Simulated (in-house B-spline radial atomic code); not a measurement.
The numbers below are computed, except where a source is named.
## Correlation energy from the adiabatic connection: −Z/r, Z = 1.5, wall at 6 bohr

Two electrons in a singlet, external potential −Z/r, Z = 1.5, wall at 6 bohr (atomic units). Full CI in B-splines (partial waves to l = 8, correlation up to 0.6 % small) with the density held fixed gives W(λ) = <V_ee>_λ − U, and E_c is the integral of W(λ) − W(0) from 0 to 1.

```tsv
λ	W(λ) − W(0) (hartree)
0	0.00000
0.02	-0.00196
0.05	-0.00486
0.12	-0.01141
0.25	-0.02284
0.4	-0.03495
0.6	-0.04951
0.8	-0.06252
1	-0.07420
```

Q: Integrate the table by the trapezoid rule.

A: The strips give -0.00002, -0.00010, -0.00057, -0.00223, -0.00433, -0.00845, -0.01120, -0.01367, which sum to -0.04057 hartree. The direct value, W(1) − W(0) + T_c with T_c = 0.03353, is -0.04067; the curve is convex, so chords lie above it and the trapezoids fall short in size by 0.24 %.

Q: Now use only three numbers: W(0) = -0.71584, the initial slope W'(0) = -0.09884 (extrapolated from the first points) and the strong-coupling limit of the point-charge-plus-continuum model, W∞ = -1.0127. What do second-order theory and the interpolation W(λ) = W∞ + (W(0) − W∞)/√(1 + 2χλ) of Seidl, Perdew and Levy give?

A: Second order keeps the slope alone: E_c = W'(0)/2 = -0.04942, +22 % in size against -0.04067. Matching the slope fixes χ = W'(0)/(W∞ − W(0)) = -0.09884/(-0.29686) = 0.33295. Integrating, with s = √(1 + 2χ) = 1.290699, E_c = −(W(0) − W∞)(s − 1)/(s + 1) = −0.29686 × 0.290699/2.290699 = -0.03767 hartree, -7.4 % in size against the full result. At λ = 1 the formula gives W − W(0) = -0.06686 against -0.07420. Part of the miss can come from the model's W∞.
